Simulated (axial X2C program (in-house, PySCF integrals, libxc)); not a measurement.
# Low determinants of ZrN at the PBE0 level, two-component

All values were computed with an in-house relativistic program for diatomic molecules. Two-component (2c) means X2C with spin–orbit coupling and atomic mean-field two-electron Coulomb and Gaunt terms. Basis: Zr dyall-cv3z [11s12p9d6f3g], N dyall-av3z [7s7p3d2f] (cores contracted in-house); Gaussian nuclei, density fitting, unrestricted open shells. Masses: Zr 89.905 u, N 14.003 u.

Search at 1.672 Å (vertical energies from the lowest determinant):

| ΔE (eV) | state | electrons beyond evenly filled partner blocks | electrons in ±ω = 1/2, 3/2, 5/2, 7/2 |
| --- | --- | --- | --- |
| 0.00 | Ω = 1/2 | ω = 1/2 | 33 12 2 0 |
| 0.97 | Ω = 3/2 | ω = 3/2 | 32 13 2 0 |
| 1.04 | Ω = 5/2 | ω = 5/2 | 32 12 3 0 |
| 1.90 | Ω = 1/2 | 2 × ω = -1/2, ω = 3/2 | 32 13 2 0 |
| 1.98 | Ω = 7/2 | 2 × ω = 1/2, ω = 5/2 | 32 12 3 0 |
| 2.43 | Ω = 5/2 | 2 × ω = 1/2, ω = 3/2 | 32 13 2 0 |
| 2.52 | Ω = 3/2 | 2 × ω = -1/2, ω = 5/2 | 32 12 3 0 |

Lowest determinant, Ω = 1/2 (⟨Sz⟩ = 0.50, ⟨Lz⟩ = 0.00 at PBE0): Re = 1.671 Å, ωe = 1076.0 cm⁻¹.

The determinant in row 2 of the search, Ω = 3/2 (⟨Sz⟩ = -0.50, ⟨Lz⟩ = 2.00 at PBE0), was followed along the bond at PBE0; measured from the minimum of the lowest determinant it gives:

Te = 0.963 eV (7770 cm⁻¹), Re = 1.687 Å, ωe = 1014.7 cm⁻¹.

Compare the bond of the determinant in row 2 with that of the lowest one.

At PBE0 its Re is 0.016 Å longer and its force constant, which goes as ωe², is 0.89 times that of the lowest determinant. T0 ≈ Te + Δωe/2 = 7770 + (-31) = 7739 cm⁻¹.

The search compares states at one distance, so a state with another bond length can lie lower; it is not exhaustive and yields mostly the lowest determinant of each block pattern, so other components and higher states of one pattern are missing. These are energies of single determinants, not of spin-adapted states; PBE0 term energies can be off by some tenths of an eV, and the functional has no current term.
